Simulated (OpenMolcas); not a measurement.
## Levels of Ne4+ by method

* Program: OpenMolcas 26.06
* Basis: ANO-RCC-VQZP [5s4p3d2f1g]
* Scalar Hamiltonian: DKH2, point nucleus
* Active space: 4 electrons in 9 orbitals (RAS2 2s 2p; RAS3 3d, at most 2 electrons)
* State averaging: 2S+1 = 3 even, 3 roots; 2S+1 = 1 even, 6 roots; 2S+1 = 5 odd, 1 root; 2S+1 = 3 odd, 9 roots; 2S+1 = 1 odd, 8 roots
* Spin-orbit coupling: RASSI with atomic mean-field integrals over the reference wave functions, term energies averaged over their components

Methods on the same reference wave functions:
A. RASSCF
B. SS-RASPT2, IPEA 0.25 Eh, imaginary shift 0.1 Eh (closed shells correlated: 1s)

Energies in eV above 2s² 2p² ³P₀, the measured ground level; measured values from NIST levels in Podobedova, Fuhr, Reader and Wiese, J. Phys. Chem. Ref. Data 33, 525 (2004).

| Level | A | B | Measured |
| --- | --- | --- | --- |
| 2s² 2p² ³P₀ | 0.0000 | 0.0000 | 0.0000 |
| 2s² 2p² ³P₁ | 0.0482 | 0.0483 | 0.0511 |
| 2s² 2p² ³P₂ | 0.1393 | 0.1394 | 0.1376 |
| 2s² 2p² ¹D₂ | 4.0199 | 3.808 | 3.7557 |
| 2s² 2p² ¹S₀ | 8.3669 | 7.987 | 7.9243 |
| 2s 2p³ ⁵S°₂ | 10.5461 | 10.848 |  |
| 2s 2p³ ³D°₂ | 22.1182 | 21.813 | 21.8094 |
| 2s 2p³ ³D°₁ | 22.1183 | 21.813 | 21.8122 |
| 2s 2p³ ³D°₃ | 22.1199 | 21.815 | 21.8006 |
| 2s 2p³ ³P°₀ | 26.3878 | 25.859 | 25.8126 |
| 2s 2p³ ³P°₁ | 26.3883 | 25.859 |  |
| 2s 2p³ ³P°₂ | 26.3893 | 25.860 |  |
| 2s 2p³ ¹D°₂ | 34.3434 | 33.641 | 33.5457 |
| 2s 2p³ ³S°₁ | 35.4542 | 34.743 |  |
| 2s 2p³ ¹P°₁ | 38.7703 | 37.828 |  |

Deviations, from unrounded energies. A percentage is the sum of absolute deviations over the sum of measured energies, with the sign that they share, or ± where signs differ.

```tsv
Against measurement	Levels	A	B
mean absolute deviation (cm-1)	9	2700	250
fine structure of the ground term (%)	2	±2.4	±2.4
other terms of the ground configuration (%)	2	+6.1	+1.0
other configurations (%)	5	+1.8	+0.1
```

B lies closest to measurement on these levels. The largest miss of B in the table is 2s 2p³ ¹D°₂, by +770 cm-1. The ranking rests on the paired levels alone, and a cruder setting can come out closer through cancelling errors.

From A to B the spin-free energies of the other terms of 2s² 2p² shown, above ³P, scale by a factor of 0.95.

The lowest spin-free term lies below A's lowest term by 0.048 hartree in B.

Active for correlation alone: 3d; no level in the range computed is led by a configuration that fills it, so any true level of that kind is missing. Computed and measured levels are paired by configuration, term and J; levels that our copy of the source lacks, or whose pairing is in doubt (as where it misses far off the trend of its configuration), stay unpaired and out of the deviations. Levels of configurations outside the active space are missing.

° marks odd parity.
